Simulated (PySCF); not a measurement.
Order these species by their calculated properties.

Species are written as SMILES; each is one conformer at its optimised geometry, gas phase, non-relativistic unless stated. Electronic properties by PySCF.

Dipoles, sizes and rotational constants follow the conformer. The torsions of the flexible species, by atom-mapped SMILES:
- `[CH3:1][C:2](=[O:3])/[CH:4]=[N:5]/[SiH2:6][N:7]([CH3:8])[SiH3:9]`: C1–C2–C4–N5 -18°, C4–N5–Si6–N7 122°, N5–Si6–N7–C8 36°
- `[CH3:1][CH2:2][C:3]#[C:4][Si@H:5]([PH2:6])[CH:7]([CH3:8])[CH3:9]`: C4–Si5–C7–C8 -175°, H–P6–Si5–C4 -30°, H–P6–Si5–C4 63°
- `[CH3:1][SiH2:2][CH2:3][Si:4]([SiH3:5])([SiH3:6])[SiH3:7]`: C1–Si2–C3–Si4 180°, Si2–C3–Si4–Si5 61°
- `[CH3:1][Si@@H:2]([SiH3:3])[Si@@H:4]([SiH3:5])[CH2:6][SiH3:7]`: C1–Si2–Si4–Si5 -48°, Si2–Si4–C6–Si7 171°
- `[CH3:1][SiH2:2][SiH2:3][SiH2:4][SiH2:5][CH2:6][SiH3:7]`: C1–Si2–Si3–Si4 58°, Si2–Si3–Si4–Si5 61°, Si3–Si4–Si5–C6 -175°, Si4–Si5–C6–Si7 68°
- `[CH2:1]=[CH:2][Si@@:3]1([PH2:4])[CH2:5][CH2:6][C@H:7]1[CH2:8][CH3:9]`: C1–C2–Si3–P4 3°, C6–C7–C8–C9 -69°, H–P4–Si3–C2 167°, H–P4–Si3–C2 74°
- `[O:1]=[C:2](/[CH:3]=[CH:4]/[Cl:5])[CH2:6][CH2:7][SiH3:8]`: O1–C2–C3–C4 1°, O1–C2–C6–C7 1°, C2–C6–C7–Si8 -68°
- `[CH3:1][SiH2:2][Si@H:3]([SiH3:4])[SiH2:5][CH2:6][SiH3:7]`: C1–Si2–Si3–Si4 58°, Si2–Si3–Si5–C6 -79°, Si3–Si5–C6–Si7 -72°
- `[F:1][C:2]([F:3])[C@:4]1([F:5])[CH2:6][O:7]1`: F1–C2–C4–F5 34°

The conformers of `C=CC(=C)[Si@H](P)CCC` aren't listed.

Problem. Rank by HOMO energy, lowest first (PBE0/pcSseg-1 at GFN2-xTB geometries).
A. `C[Si@@H]([SiH3])[Si@@H]([SiH3])C[SiH3]`
B. `CC(=O)/C=N/[SiH2]N(C)[SiH3]`
C. `[SiH2](C)[SiH2][SiH2][SiH2]C[SiH3]`
D. `CCC#C[Si@H](P)C(C)C`
E. `[SiH3][Si]([SiH3])(C[SiH2]C)[SiH3]`

Solution. C (-8.05 eV), E (-7.87 eV), A (-7.74 eV), D (-7.05 eV), B (-6.94 eV).

Problem. Give the two extremes of that set in hartree.

Solution. `C[SiH2][SiH2][SiH2][SiH2]C[SiH3]`: -0.296 Eh; `CC(=O)/C=N/[SiH2]N(C)[SiH3]`: -0.255 Eh.

Problem. Rank by HOMO–LUMO gap, lowest first (PBE0/pcSseg-1 at GFN2-xTB geometries).
A. `C=C[Si@@]1(P)CC[C@H]1CC`
B. `O=C(/C=C/Cl)CC[SiH3]`
C. `[SiH2]([SiH2][SiH2][SiH2]C[SiH3])C`
D. `C=CC(=C)[Si@H](P)CCC`
E. `C(C)(/C=N/[SiH2]N(C)[SiH3])=O`
F. `CCC#C[Si@H](P)C(C)C`

Solution. E (4.65 eV), B (5.67 eV), D (5.97 eV), A (6.58 eV), F (7.16 eV), C (7.57 eV).

Problem. By how much do the two ends of that ranking differ?

Solution. By 2.92 eV, between `C[SiH2][SiH2][SiH2][SiH2]C[SiH3]` and `CC(=O)/C=N/[SiH2]N(C)[SiH3]`.

Problem. Rank by smallest rotational constant, lowest first (GFN2-xTB).
A. `C[SiH2][SiH2][SiH2][SiH2]C[SiH3]`
B. `CCC#C[Si@H](P)C(C)C`
C. `C1[C@@]([C](F)F)(O1)F` [radical]
D. `[Si@]1(P)(CC[C@H]1CC)C=C`
E. `C[SiH2][Si@H]([SiH3])[SiH2]C[SiH3]`

Solution. A (0.348 GHz), E (0.408 GHz), B (0.477 GHz), D (0.661 GHz), C (1.755 GHz).

Problem. By how much do the two ends of that ranking differ?

Solution. By 1.407 GHz, between `F[C](F)[C@]1(F)CO1` [doublet state] and `C[SiH2][SiH2][SiH2][SiH2]C[SiH3]`.

Problem. Rank by dipole moment, highest first (PBE0/pcSseg-1 at GFN2-xTB geometries).
A. `C[SiH2]C[Si]([SiH3])([SiH3])[SiH3]`
B. `C[SiH2][Si@H]([SiH3])[SiH2]C[SiH3]`
C. `[SiH2]([SiH2]C)[SiH2][SiH2]C[SiH3]`
D. `C[Si@@H]([SiH3])[Si@@H]([SiH3])C[SiH3]`

Solution. A (1.39 D), D (1.16 D), B (0.90 D), C (0.55 D).
